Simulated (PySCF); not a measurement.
Steps of a relaxation of [LuH4]−

[LuH4]− (singlet). PySCF 2.14.0, RKS PBE0, Lu def2-SVP with ECP28, H def2-SVP; non-relativistic Hamiltonian with scalar-relativistic core potentials where named; density fitting; no spin-orbit coupling. Origin of the start: template. Columns: position (Å) and force (eV/Å). Energies are counted from the last step; some of the 4 steps are shown. Forces carry noise of the integration grid, about 0.01 to 0.03 eV/Å.

Run from Python with OMP_NUM_THREADS=2. Where DIIS fails, smearing, a level shift and second-order steps follow.
It took 72 s on 2 threads of Intel(R) Xeon(R) Processor @ 2.50GHz (Skylake/Cascade Lake) (shared host), from the converged density of the start.

```xyz
5
step 0  E = 0.181 eV
Lu    0.0000    0.0000    0.0000     0.00    0.00    0.00
H     1.2269    1.2269    1.2269    -0.42   -0.42   -0.42
H    -1.2269   -1.2269    1.2269     0.42    0.42   -0.42
H     1.2269   -1.2269   -1.2269    -0.42    0.42    0.42
H    -1.2269    1.2269   -1.2269     0.42   -0.42    0.42
```

```xyz
5
step 1  E = 0.082 eV
Lu    0.0000    0.0000    0.0000     0.00    0.00    0.00
H     1.2040    1.2040    1.2040    -0.30   -0.30   -0.30
H    -1.2040   -1.2040    1.2040     0.30    0.30   -0.30
H     1.2040   -1.2040   -1.2040    -0.30    0.30    0.30
H    -1.2040    1.2040   -1.2040     0.30   -0.30    0.30
```

```xyz
5
step 2  E = 0.001 eV
Lu    0.0000    0.0000    0.0000     0.00    0.00    0.00
H     1.1555    1.1555    1.1555     0.03    0.03    0.03
H    -1.1555   -1.1555    1.1555    -0.03   -0.03    0.03
H     1.1555   -1.1555   -1.1555     0.03   -0.03   -0.03
H    -1.1555    1.1555   -1.1555    -0.03    0.03   -0.03
```

Problem. Where does the relaxation end?

Solution. It converges at step 3 in Td:
```xyz
5
step 3  E = 0
Lu    0.0000    0.0000    0.0000
H     1.1600    1.1600    1.1600
H    -1.1600   -1.1600    1.1600
H     1.1600   -1.1600   -1.1600
H    -1.1600    1.1600   -1.1600
```

Problem. How did the contacts change?

Solution. 
```csv
contact,start (Å),end (Å)
Lu1–H2 (H),2.125,2.009
Lu1–H3 (H),2.125,2.009
Lu1–H4 (H),2.125,2.009
Lu1–H5 (H),2.125,2.009
```
